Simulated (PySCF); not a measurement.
**Correlation energy of Mn⁺ (manganese, charge +1)**

[Ar] 3d5 4s1, high-spin 7S determinant. Calculation: PySCF 2.14, in aug-cc-pVDZ (7s6p4d2f, 59 functions); the non-relativistic Hamiltonian (point nucleus). Frozen: [Ar]; 6 electrons correlated.

| level | correlation energy (mhartree) |
| --- | --- |
| CCSD | -74.91 |
| (T) | -0.86 |
| CCSD(T) | -75.77 |

Diagnostics: T1 = 0.0085, D1 = 0.0158, largest double amplitude 0.026.

**Question.** Is a single reference adequate?

**Answer.** Yes: T1 lies below 0.03 and no double amplitude reaches 0.07.
